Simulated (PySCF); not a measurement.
# Two-component Hartree-Fock for Bi⁶⁷⁺ (bismuth, charge +67)

Start: [Ne] 3s2 3p4; 3p1/2 filled at m_j = -1/2, +1/2; 3p3/2 filled at m_j = +1/2, +3/2. Calculated with PySCF 2.14 in an uncontracted even-tempered set (17 s from 23 bohr⁻², ratio 2.4; 14 p from 30 bohr⁻², ratio 2.4; 4 d from 100 bohr⁻², ratio 2.6; 4 f from 160 bohr⁻², ratio 2.6): generalised Hartree-Fock with the X2C-1e Hamiltonian and a Gaussian nucleus; one run each with spin-orbit coupling (SO) switched off, then screened by Boettger's factors.

| spinor shell | electrons | ε, spin-free (eV) | ε, screened SO (eV) | weight of nominal j (screened SO) | rms radius, screened SO (bohr) |
| --- | --- | --- | --- | --- | --- |
| 1s1/2 | 2 | -96732.8 | -96682.1 | 1.000 | 0.0178 |
| 2s1/2 | 2 | -21972.7 | -21953.9 | 1.000 | 0.0710 |
| 2p1/2 | 2 | -19625.6 | -21341.3 | 1.000 | 0.0598 |
| 2p3/2 | 4 | -19625.6 | -18960.5 | 1.000 | 0.0679 |
| 3s1/2 | 2 | -8734.7 | -8727.9 | 1.000 | 0.171 |
| 3p1/2 | 2 | -8057.4 | -8497.8 | 1.000 | 0.162 |
| 3p3/2 | 2 | -8057.4 | -7879.2 | 1.000 | 0.175 |

| quantity | spin-free | screened SO |
| --- | --- | --- |
| E (hartree) | -16192.11007 | -16244.43061 |
| M_J | 2 | 2 |
| ⟨J²⟩ | 6.000 | 6.001 |
| ⟨L²⟩ | 2.000 | 3.346 |
| ⟨S²⟩ | 2.000 | 1.420 |

Each row is a mean over spinors that exchange with the open shell spreads, by up to 44.346 eV (3s1/2).

Breit and QED terms are absent; they matter most for the inner s and p1/2 levels.

Densities and radii are taken from the X2C orbitals without a picture-change correction, which distorts them close to the nucleus.

Without spin-orbit coupling the j labels of p, d and f shells carry no meaning; the spin-free column gives the mean over the occupied spinors of each nl shell.
